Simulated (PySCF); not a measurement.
Isomers of C5H9BO2.

All values: B3LYP/def2-SVPD (PySCF) at PBE0-D3(BJ)/def2-SVP geometries, gas phase, one conformer each. Core orbitals are frozen in the response; Δα² is half the sum of the squared differences of the principal polarisabilities.

Task: Rank by polarisability anisotropy Δα, lowest first.
A. `[CH2:1]=[CH:2][CH2:3]/[CH:4]=[CH:5]\[B:6]([OH:7])[OH:8]` with C1–C2–C3–C4 118°, C2–C3–C4–C5 -119°, C5–B6–O7–H 179°, C5–B6–O8–H 0°
B. `[CH2:1]=[CH:2][C@H:3]1[CH2:4][CH2:5][O:6][BH:7][O:8]1` with C1–C2–C3–C4 112°, C2–C3–C4–C5 70°, C3–C4–C5–O6 51°, C4–C5–O6–B7 -24°, C5–O6–B7–O8 -2°
C. `[CH:1]#[C:2][C@@H:3]([CH2:4][CH3:5])[B:6]([OH:7])[OH:8]` with C2–C3–C4–C5 -168°, C2–C3–B6–O7 -10°, C3–B6–O7–H 2°, C3–B6–O8–H 179°
D. `[CH:1]#[C:2][B:3]([OH:4])[O:5][CH2:6][CH2:7][CH3:8]` with C2–B3–O4–H 180°, C2–B3–O5–C6 4°, B3–O5–C6–C7 89°, O5–C6–C7–C8 177°

Result: D (3.80 Å³), B (4.09 Å³), C (5.11 Å³), A (5.36 Å³).

Task: Rank by dipole moment, lowest first.
A. `[CH2:1]=[CH:2][C@H:3]1[CH2:4][CH2:5][O:6][BH:7][O:8]1` with C1–C2–C3–C4 112°, C2–C3–C4–C5 70°, C3–C4–C5–O6 51°, C4–C5–O6–B7 -24°, C5–O6–B7–O8 -2°
B. `[CH:1]#[C:2][C@@H:3]([CH2:4][CH3:5])[B:6]([OH:7])[OH:8]` with C2–C3–C4–C5 -168°, C2–C3–B6–O7 -10°, C3–B6–O7–H 2°, C3–B6–O8–H 179°
C. `[CH:1]#[C:2][B:3]([OH:4])[O:5][CH2:6][CH2:7][CH3:8]` with C2–B3–O4–H 180°, C2–B3–O5–C6 4°, B3–O5–C6–C7 89°, O5–C6–C7–C8 177°
D. `[CH2:1]=[CH:2][CH2:3]/[CH:4]=[CH:5]\[B:6]([OH:7])[OH:8]` with C1–C2–C3–C4 118°, C2–C3–C4–C5 -119°, C5–B6–O7–H 179°, C5–B6–O8–H 0°

Result: B (0.47 D), D (1.17 D), C (1.96 D), A (3.06 D).

Task: Rank by HOMO energy, highest first.
A. `[CH:1]#[C:2][B:3]([OH:4])[O:5][CH2:6][CH2:7][CH3:8]` with C2–B3–O4–H 180°, C2–B3–O5–C6 4°, B3–O5–C6–C7 89°, O5–C6–C7–C8 177°
B. `[CH2:1]=[CH:2][CH2:3]/[CH:4]=[CH:5]\[B:6]([OH:7])[OH:8]` with C1–C2–C3–C4 118°, C2–C3–C4–C5 -119°, C5–B6–O7–H 179°, C5–B6–O8–H 0°
C. `[CH2:1]=[CH:2][C@H:3]1[CH2:4][CH2:5][O:6][BH:7][O:8]1` with C1–C2–C3–C4 112°, C2–C3–C4–C5 70°, C3–C4–C5–O6 51°, C4–C5–O6–B7 -24°, C5–O6–B7–O8 -2°

Result: B (-7.14 eV), C (-7.65 eV), A (-7.97 eV).

All values together:

| SMILES | μ (D) | HOMO (eV) | LUMO (eV) | α (Å³) | Δα (Å³) | ΔSCF removal energy (eV) |
| --- | --- | --- | --- | --- | --- | --- |
| C#CB(O)OCCC | 1.96 | -7.97 | -0.77 | 12.00 | 3.80 | – |
| C=C[C@H]1CCOBO1 | 3.06 | -7.65 | -0.47 | 11.72 | 4.09 | 9.74 |
| C=CC/C=C\B(O)O | 1.17 | -7.14 | -0.97 | 12.72 | 5.36 | 9.19 |
| C#C[C@@H](CC)B(O)O | 0.47 | -7.58 | -0.17 | 11.99 | 5.11 | 9.80 |

Conformers: `[CH:1]#[C:2][B:3]([OH:4])[O:5][CH2:6][CH2:7][CH3:8]` with C2–B3–O4–H 180°, C2–B3–O5–C6 4°, B3–O5–C6–C7 89°, O5–C6–C7–C8 177°; `[CH2:1]=[CH:2][C@H:3]1[CH2:4][CH2:5][O:6][BH:7][O:8]1` with C1–C2–C3–C4 112°, C2–C3–C4–C5 70°, C3–C4–C5–O6 51°, C4–C5–O6–B7 -24°, C5–O6–B7–O8 -2°; `[CH2:1]=[CH:2][CH2:3]/[CH:4]=[CH:5]\[B:6]([OH:7])[OH:8]` with C1–C2–C3–C4 118°, C2–C3–C4–C5 -119°, C5–B6–O7–H 179°, C5–B6–O8–H 0°; `[CH:1]#[C:2][C@@H:3]([CH2:4][CH3:5])[B:6]([OH:7])[OH:8]` with C2–C3–C4–C5 -168°, C2–C3–B6–O7 -10°, C3–B6–O7–H 2°, C3–B6–O8–H 179°.

A dash marks a removal energy that wasn't run or isn't settled.
